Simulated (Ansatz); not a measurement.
Cost and result up the ladder for Ga(NH3)2H3 (GaN2H9) (12 atoms). Total charge 0; singlet. Geometry: PBE-D4/def2-SVP.

| atom | x (Å) | y (Å) | z (Å) |
| --- | --- | --- | --- |
| Ga1 | 0.0000 | -0.0001 | -0.0001 |
| N2 | -2.1975 | -0.8324 | -0.1550 |
| H3 | -2.2281 | -1.7240 | -0.6653 |
| H4 | -2.8158 | -0.1760 | -0.6483 |
| H5 | -2.6048 | -0.9972 | 0.7741 |
| N6 | 2.1975 | 0.8324 | 0.1551 |
| H7 | 2.8723 | 0.2031 | -0.2977 |
| H8 | 2.4909 | 0.9428 | 1.1339 |
| H9 | 2.2854 | 1.7515 | -0.2965 |
| H10 | -0.5412 | 1.2814 | 0.7909 |
| H11 | 0.1016 | 0.0293 | -1.5968 |
| H12 | 0.4398 | -1.3108 | 0.8057 |

Ansatz on 2 threads of Arm Neoverse V1 on a shared host. Times are rough, and most runs start from the orbitals of an earlier one. PBE0-D4/def2-TZVPD serves as the yardstick here, not as an exact answer. Differences are given only for rows in sets of like size (and for xTB, whose basis is part of the method), since another set adds its own error. Binding counts from free atoms at the same level (Ga doublet, N quartet, H doublet; other spins of the atoms weren't run), without zero-point energy or a counterpoise term.

The 6-31G sets use Cartesian d functions. B3LYP takes the VWN-RPA correlation. Correlated methods freeze 11 core orbitals; core or outer-core shells of Ga are correlated, in sets that lack core-valence functions.

Correlated methods converge slowly with the basis.

```json
{"level": "HF/6-31G", "functions": "65", "wall time": "0.55 s"}
{"level": "PBE-D4/def2-SVP", "functions": "105", "wall time": "1.4 s"}
{"level": "B3LYP-D4/6-31G", "functions": "65", "wall time": "1.4 s"}
{"level": "PBE0-D4/def2-SVP", "functions": "105", "wall time": "1.9 s"}
{"level": "BLYP-D4/def2-TZVP", "functions": "164", "wall time": "2.1 s"}
{"level": "PBE-D4/def2-TZVP", "functions": "164", "wall time": "2.2 s"}
{"level": "revPBE-D4/def2-TZVP", "functions": "164", "wall time": "2.2 s"}
{"level": "MP2/def2-TZVP", "functions": "164", "wall time": "2.3 s"}
{"level": "PBE0-D4/def2-TZVP", "functions": "164", "wall time": "2.9 s"}
{"level": "BHLYP-D4/def2-TZVP", "functions": "164", "wall time": "2.9 s"}
{"level": "r2SCAN-D4/def2-TZVP", "functions": "164", "wall time": "4.1 s"}
{"level": "PBE0-D4/def2-TZVPD", "functions": "209", "wall time": "4.3 s"}
{"level": "r2SCAN-D4/def2-TZVPD", "functions": "209", "wall time": "6.5 s"}
{"level": "CCSD(T)/def2-TZVPP", "functions": "236", "wall time": "9.1 min"}
```

Task: Estimate what each level gives for the binding energy per atom (eV).

Result: 
```tsv
level	binding energy per atom (eV)	difference from PBE0-D4/def2-TZVPD (eV)
HF/6-31G	1.93	–
PBE-D4/def2-SVP	2.97	–
B3LYP-D4/6-31G	2.91	–
PBE0-D4/def2-SVP	2.93	–
BLYP-D4/def2-TZVP	2.96	0.03
PBE-D4/def2-TZVP	2.97	0.04
revPBE-D4/def2-TZVP	2.91	-0.02
MP2/def2-TZVP	2.81	-0.11
PBE0-D4/def2-TZVP	2.93	0.00
BHLYP-D4/def2-TZVP	2.90	-0.03
r2SCAN-D4/def2-TZVP	2.94	0.01
PBE0-D4/def2-TZVPD	2.93	0.00
r2SCAN-D4/def2-TZVPD	2.95	0.02
CCSD(T)/def2-TZVPP	2.92	-0.01
```
